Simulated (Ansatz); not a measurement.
Consider the isomerisation: `CCN1BC1` → `BNCC=C`.

Computed with Ansatz on PBE0-D4/def2-TZVP structures; ΔE is electronic, products minus reactants. CBS: MP2 limit from def2 TZ/QZ plus the TZ coupled-cluster correction, frozen cores. Functionals use def2-TZVPP. B3LYP here is the variant with VWN-RPA as its local correlation; programs differ in this. Each species was taken in one conformer, which may not be the lowest.

`CCN1BC1`:

Cartesian coordinates in Å:
```
C -1.117 -1.257 -0.767
C 0.044 -0.293 -0.881
N 0.284 0.379 0.354
B 0.104 0.708 1.642
C 1.244 1.384 0.812
H -1.288 -1.763 -1.719
H -0.918 -2.015 -0.007
H -2.032 -0.731 -0.490
H -0.151 0.453 -1.661
H 0.957 -0.824 -1.181
H -0.545 0.510 2.612
H 1.134 2.387 0.394
H 2.284 1.061 0.893
```

`BNCC=C`:

```xyz
13

B     1.173   -0.792    1.938
N     0.952   -0.110    0.754
C     0.092   -0.516   -0.340
C    -1.012    0.463   -0.579
C    -1.215    1.092   -1.728
H     1.905   -0.312    2.754
H     0.625   -1.844    2.109
H     1.394    0.785    0.603
H    -0.321   -1.493   -0.077
H     0.674   -0.642   -1.260
H    -1.664    0.655    0.270
H    -0.571    0.921   -2.585
H    -2.031    1.793   -1.858
```

(1) Is it downhill or uphill in electronic energy at CCSD(T)/CBS, and by how much? (Best estimate.)

(2) What do these levels give: B3LYP-D4, B2PLYP, PBE0, B3LYP, HF/def2-TZVPP, MP2/def2-TZVPP, SCS-MP2/def2-TZVPP, CCSD/def2-TZVPP, HF/def2-QZVPP, MP2/def2-QZVPP, SCS-MP2/def2-QZVPP, MP2/CBS(def2)? (Best estimate.)

Largest T1 diagnostic among the species: 0.012.

Answers

(1) The calculation gave: Downhill: ΔE = -90.5 kJ/mol.

(2) The calculation gave: B3LYP-D4 -91.4, B2PLYP -90.3, PBE0 -71.5, B3LYP -91.5, HF/def2-TZVPP -110.3, MP2/def2-TZVPP -81.5, SCS-MP2/def2-TZVPP -88.9, CCSD/def2-TZVPP -92.7, HF/def2-QZVPP -110.1, MP2/def2-QZVPP -80.5, SCS-MP2/def2-QZVPP -88.0, MP2/CBS(def2) -79.9 kJ/mol.

In def2-TZVPP, CCSD(T) changes the Hartree–Fock value by +18.1 kJ/mol (the triples alone add +0.6 kJ/mol) and MP2 by +28.8 kJ/mol.
